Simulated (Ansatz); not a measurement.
C2H5O, doublet, at a GFN2-xTB geometry. Base run: B3LYP/6-31G* (Ansatz, a first-principles code).

Here is a job for Ansatz.
Ansatz 0.2 input:
```yaml
crystal:
  periodic: [false, false, false]
  atoms:
    - {symbol: C, position_ang: [-1.22003785, -0.15018634, 0.22165959]}
    - {symbol: C, position_ang: [0.18174770, 0.29955908, 0.36369331]}
    - {symbol: O, position_ang: [1.07789729, -0.19148884, -0.56006942]}
    - {symbol: H, position_ang: [-1.71996174, -0.14101452, 1.18910887]}
    - {symbol: H, position_ang: [-1.79804751, 0.49294177, -0.45494149]}
    - {symbol: H, position_ang: [-1.23390671, -1.15812005, -0.18589083]}
    - {symbol: H, position_ang: [0.41541138, 1.23769409, 0.84206121]}
    - {symbol: H, position_ang: [1.94306715, 0.20417300, -0.42189986]}
basis:
  gaussian:
    orbitals: 6-31G*
hamiltonian:
  xc: b3lyp
magnetization: {spin_polarized: true, initial_magnetization: 1}
```

The base run was repeated with changes; each row names its change, and settings that it needs were set with it.

```tsv
change	ΔE vs base (kcal/mol)
base	0.000
fitting.mean_field = cc-pVTZ-JKFIT	-0.023
forces = on	0.000
lower_state_search = light	0.000
lower_state_search = off	0.000
final_grid = 4, 8, 17	0.112
nuclear_model = gaussian	0.012
accuracy = high	0.001
lower_state_search = full	0.000
point_charge = charge:0.5 position_ang:0.7482, -5.0909, 0.7536	-1.62
point_charge = charge:1.0 position_ang:-3.8463, 2.0899, -3.264	-1.84
```
